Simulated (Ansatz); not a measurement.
`O=C=[N][InH][Cl]` and `[CH3][AlH][N]=C=O` differ in one atom or group.

Ansatz, PBE0-D4/def2-TZVP geometries, multiplicity 1. Each molecule was computed in one conformer, which needn't be the lowest.

Elements past krypton have def2 core potentials.

```tsv
property	`O=C=[N][InH][Cl]`
HOMO–LUMO gap (PBE0/def2-TZVPP) / eV	6.51
size of the dipole moment (PBE/def2-TZVPP) / D	3.38
LUMO energy (B3LYP/def2-TZVPP) / eV	-2.34
HOMO–LUMO gap (PBE/def2-TZVPP) / eV	4.45
size of the dipole moment (ωB97M-V/def2-TZVPP) / D	3.65
HOMO energy (PBE0/def2-TZVPP) / eV	-8.56
```

(1) Give the same properties after the change, and the shifts. (Estimate.)

Answers

(1) The calculation gave: 
| property | `[CH3][AlH][N]=C=O` | shift |
| --- | --- | --- |
| HOMO–LUMO gap (PBE0/def2-TZVPP) / eV | 6.79 | 0.28 |
| size of the dipole moment (PBE/def2-TZVPP) / D | 2.54 | -0.84 |
| LUMO energy (B3LYP/def2-TZVPP) / eV | -1.51 | 0.83 |
| HOMO–LUMO gap (PBE/def2-TZVPP) / eV | 4.71 | 0.26 |
| size of the dipole moment (ωB97M-V/def2-TZVPP) / D | 2.64 | -1.01 |
| HOMO energy (PBE0/def2-TZVPP) / eV | -8.07 | 0.49 |

With PBE0 the HOMO rises by 0.49 eV and the LUMO rises by 0.77 eV, so the gap widens by about 0.28 eV. PBE moves the HOMO by 0.44 eV and ωB97M-V by 0.51 eV. The zero-point energy changes by 93.3 kJ/mol with +9 modes. Dipoles are sizes alone; their direction can turn.

B3LYP here is the variant with VWN-RPA as its local correlation; programs differ in this.
